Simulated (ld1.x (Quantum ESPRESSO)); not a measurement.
## manganese (Mn), TM: configuration errors across variants

```
Element                 : Mn (Z = 25)
Generator               : ld1.x (Quantum ESPRESSO) 7.5
Type                    : norm-conserving Troullier–Martins (Kleinman–Bylander form)
Functional              : PBEsol
Relativity              : scalar-relativistic
Frozen core             : [Ar]
Valence charge          : 7
Reference configuration : 3d5 4s1 4p0 (charge +1)
Partial waves           : 4s (bound): rc 2.15 bohr; 4p (bound, empty): rc 2.00 bohr; 3d (bound): rc 1.25 bohr
Local potential         : all-electron potential smoothed inside 1.20 bohr (lloc = -1)
Core correction         : none
```

All-electron excitation energies from the reference (eV): (1) 3d5 4s2 4p0 -8.432; (2) 3d5 4s0 4p0 15.511; (3) 3d4 4s0 4p0 47.991; (4) 3d4 4s2 4p0 4.781; (5) 3d3 4s0 4p0 98.712; (6) 3d5 4s0 4p2 -0.471.

Tests that are not counted but printed errors over 1 eV. “base”: 3d4 4s2 4p1 (an occupied level unbound or not found, printed error -3.0 eV). “core correction a·sin(br)/r model core inside 1.52 bohr”: 3d4 4s2 4p1 (solver errors, printed error -3.1 eV). “wave 4p (bound): rc 2.00 bohr becomes 4p (bound): rc 2.86 bohr”: 3d4 4s2 4p1 (an occupied level unbound or not found, printed error -3.0 eV); 3d5 4s0 4p2 (solver errors, printed error -324 eV). “wave 4s (bound): rc 2.15 bohr becomes 4s (bound): rc 2.68 bohr”: 3d4 4s2 4p1 (an occupied level unbound or not found, printed error -3.0 eV).

2 further variants failed, have other tests or another functional or relativity, and are left out.

A true bound ghost makes a file unfit for plane-wave use even where its test errors are small: the radial tests pick states by their node count and pass the ghost by. Where a test does run into it, the solver fails or the error is huge.

Errors AE − PS in meV (a dash: test not solved or not reliable):

| change | (1) | (2) | (3) | (4) | (5) | (6) | bound ghosts |
| --- | --- | --- | --- | --- | --- | --- | --- |
| base | +0.4 | +34 | +32 | -234 | -524 | +10 | s, p |
| core correction a·sin(br)/r model core inside 1.52 bohr | -5.1 | -18 | -234 | -292 | -1348 | +4.3 | s, p |
| wave 4p (bound): rc 2.00 bohr becomes 4p (bound): rc 2.86 bohr | +0.4 | +34 | +32 | -234 | -524 | – | s |
| all radii scaled by about 0.92 (s 1.98, p 1.84, d 1.16 bohr); local potential all-electron potential smoothed inside 1.10 bohr (lloc = -1) | +1.0 | +34 | +22 | -220 | -571 | -0.8 | s, p |
| local potential all-electron potential smoothed inside 1.82 bohr (lloc = -1) | +6.7 | +34 | -11 | +68 | -693 | +6.1 | s |
| local potential the d channel | +2.0 | +34 | +21 | -214 | -569 | +5.7 | s, p |
| wave 4s (bound): rc 2.15 bohr becomes 4s (bound): rc 2.68 bohr | +0.5 | +32 | +2.6 | -209 | -589 | +7.9 | s, p |

Problem. Give the same row for: wave 3d (bound): rc 1.25 bohr becomes 3d (bound): rc 0.84 bohr.

Solution. -0.2, +32, +31, -251, -602, +10; bound ghosts: s, p. Not counted: 3d4 4s2 4p1 (an occupied level unbound or not found, printed error -3.0 eV).
